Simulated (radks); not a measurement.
Valence configurations of Bi II. Method: non-relativistic Kohn-Sham, PBEsol, spin-polarised, spherical densities, point nucleus; open shells are filled with parallel spins first (spin-orbit coupling, left out, can overturn this in heavy ions); relativity is left out, which matters for an element this heavy; computed with a radial shooting solver on a logarithmic mesh with Libxc functionals. Order these by energy: [Xe] 4f13 5d8 6s2 6p5; [Xe] 4f14 5d8 6s2 6p4; [Xe] 4f14 5d9 6s2 6p3; [Xe] 4f13 5d9 6s2 6p4; [Hg] 6p2; [Xe] 4f14 5d10 6p4; [Xe] 4f14 5d9.5 6s1.5 6p3; [Xe] 4f14 5d10 6s1.5 6p2.5; [Xe] 4f14 5d9 6s1 6p4; [Xe] 4f13 5d10 6s2 6p3.

Answer. From the lowest, in eV above it: [Hg] 6p2 0.000; [Xe] 4f14 5d10 6s1.5 6p2.5 2.718; [Xe] 4f14 5d10 6p4 14.631; [Xe] 4f14 5d9.5 6s1.5 6p3 16.323; [Xe] 4f14 5d9 6s2 6p3 28.050; [Xe] 4f14 5d9 6s1 6p4 35.831; [Xe] 4f14 5d8 6s2 6p4 61.219; [Xe] 4f13 5d10 6s2 6p3 178.69; [Xe] 4f13 5d9 6s2 6p4 214.07; [Xe] 4f13 5d8 6s2 6p5 252.52. NIST lists [Hg] 6p2 as the ground configuration; this level of theory agrees among the configurations tried. The energies are those of spherical high-spin densities, not of single terms. Relativity is left out, which favours d and f over s occupation in heavy atoms.
